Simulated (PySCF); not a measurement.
CH3AlF (SMILES [CH3][Al][F]), doublet, at a GFN2-xTB geometry (such geometries of metal compounds can be far from the true shape) (the spin is typed, not shown lowest).

PySCF was given this input:
```python
from pyscf import gto, scf, dft

mol = gto.Mole()
mol.atom = '''
    Al    0.440025   -0.099775    0.263339
    C    -0.053337    1.407430   -0.997494
    H    -0.866122    2.024723   -0.605639
    H    -0.370417    1.041093   -1.977514
    H     0.810400    2.058143   -1.151125
    F    -0.552685   -1.363497    0.699537
'''
mol.basis = 'def2-svp'
mol.charge = 0
mol.spin = 1
mol.verbose = 4
mol.build()

mf = dft.UKS(mol)
mf.xc = 'pbe0'
mf = mf.density_fit(auxbasis='def2-universal-jkfit')
mf.kernel()
```

Estimate the number of basis functions that DF-PBE0/def2-SVP (PySCF) returns for this input.

61

Estimate the nuclear repulsion energy that DF-PBE0/def2-SVP returns for this input.

87.4953 Eh

What is the computed <S^2> (DF-PBE0/def2-SVP)?

0.753

What HOMO energy does DF-PBE0/def2-SVP give?

-5.55 eV

Estimate the total energy that DF-PBE0/def2-SVP returns for this input.

-381.7699 Eh

Predict the dipole moment from DF-PBE0/def2-SVP.

1.76 D

These values belong to the state on which the SCF converged, which isn't shown to be the lowest.
